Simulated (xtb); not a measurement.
Br3In, charge -1, doublet, geometry from GFN2-xTB (such geometries of metal compounds can be far from the true shape) (a state made from the parent by changing its charge; the spin is typed, not shown lowest); xtb with GFN0-xTB.

The xtb input:
```
$ xtb mol.xyz --gfn 0 --chrg -1 --uhf 1 --json

# file mol.xyz
4

In    -0.24213934     0.26632762     0.54429888
Br    -1.91918111    -1.62269899    -0.42487162
Br     0.10708824     2.14779252    -1.36837256
Br     2.15108795    -0.89795219     1.03122575
```

The log (banner, timings and long lists left out):

```
   ID    Z sym.   atoms
    1   49 In     1
    2   35 Br     2-4

           -------------------------------------------------
          |                Calculation Setup                |
           -------------------------------------------------

           -------------------------------------------------
          |                 G F N 0 - x T B                 |
           -------------------------------------------------

          ...................................................
          :                      SETUP                      :
          :.................................................:
          :  # basis functions                  40          :
          :  # atomic orbitals                  36          :
          :  # shells                           12          :
          :  # electrons                        25          :
          :  electronic temp.          300.0000000     K    :
          :  accuracy                    1.0000000          :
          :  -> integral cutoff          0.2500000E+02      :
          :  -> integral neglect         0.1000000E-07      :
          ...................................................

         :::::::::::::::::::::::::::::::::::::::::::::::::::::
         ::                     SUMMARY                     ::
         :::::::::::::::::::::::::::::::::::::::::::::::::::::
         :: total energy             -13.773155747378 Eh    ::
         :: gradient norm              0.034237321481 Eh/a0 ::
         :: HOMO-LUMO gap              6.492110695532 eV    ::
         ::.................................................::
         :: H0 energy                -12.497249689340 Eh    ::
         :: repulsion energy           0.001974028662 Eh    ::
         :: electrostat energy        -1.276617283536 Eh    ::
         :: -> Gsolv                   0.000000000000 Eh    ::
         ::    -> Gsasa                0.000000000000 Eh    ::
         ::    -> Gshift               0.000000000000 Eh    ::
         :: dispersion energy         -0.001262803163 Eh    ::
         :: short-range corr.          0.000000000000 Eh    ::
         :: add. restraining           0.000000000000 Eh    ::
         :: total charge              -1.000000000000 e     ::
         :::::::::::::::::::::::::::::::::::::::::::::::::::::

           -------------------------------------------------
          |                Property Printout                |
           -------------------------------------------------

    * Orbital Energies and Occupations

         #    Occupation            Energy/Eh            Energy/eV
      -------------------------------------------------------------
         1        2.0000           -0.7286648             -19.8280
         2        2.0000           -0.7284293             -19.8216
         3        2.0000           -0.7284293             -19.8216
         4        2.0000           -0.4883500             -13.2887
         5        2.0000           -0.4301825             -11.7059
         6        2.0000           -0.4301825             -11.7059
         7        2.0000           -0.4263744             -11.6022
         8        2.0000           -0.4239492             -11.5362
         9        2.0000           -0.4239492             -11.5362
        10        2.0000           -0.4204204             -11.4402
        11        2.0000           -0.4204204             -11.4402
        12        2.0000           -0.4195865             -11.4175
        13        1.0000           -0.3593727              -9.7790 (HOMO)
        14                         -0.1207920              -3.2869 (LUMO)
        15                         -0.1048160              -2.8522
        16                         -0.1048160              -2.8522
        17                         -0.0523434              -1.4243
        18                         -0.0523434              -1.4243
        19                         -0.0497776              -1.3545
        20                         -0.0481449              -1.3101
        21                         -0.0481449              -1.3101
        22                         -0.0471581              -1.2832
        23                         -0.0469550              -1.2777
        24                         -0.0469550              -1.2777
       ...                                ...                  ...
        36                          1.0776652              29.3248
      -------------------------------------------------------------
                  HL-Gap            0.2385807 Eh            6.4921 eV
             Fermi-level            0.0000000 Eh            0.0000 eV

     #   Z          covCN         q      C6AA      α(0)
     1  49 In       2.346     0.293   306.169    34.472
     2  35 Br       0.782    -0.431   192.376    22.376
     3  35 Br       0.782    -0.431   192.376    22.376
     4  35 Br       0.782    -0.431   192.376    22.376

 Mol. C6AA /au·bohr⁶  :       3474.695504
 Mol. C8AA /au·bohr⁸  :     293713.892014
 Mol. α(0) /au        :        101.600573

Wiberg/Mayer (AO) data.
largest (>0.10) Wiberg bond orders for each atom

 ---------------------------------------------------------------------------
     #   Z sym  total        # sym  WBO       # sym  WBO       # sym  WBO
 ---------------------------------------------------------------------------
     1  49 In   2.110 --     2 Br   0.703     3 Br   0.703     4 Br   0.703
     2  35 Br   0.885 --     1 In   0.703
     3  35 Br   0.885 --     1 In   0.703
     4  35 Br   0.885 --     1 In   0.703
 ---------------------------------------------------------------------------

Topologies differ in total number of bonds
Writing topology from bond orders to xtbtopo.mol

 dipole moment from electron density (au)
     X       Y       Z
  -0.5689   0.6257   1.2787  total (Debye):    3.897

           -------------------------------------------------
          | TOTAL ENERGY              -13.773155747378 Eh   |
          | GRADIENT NORM               0.034237321481 Eh/α |
          | HOMO-LUMO GAP               6.492110695532 eV   |
           -------------------------------------------------

normal termination of xtb
```
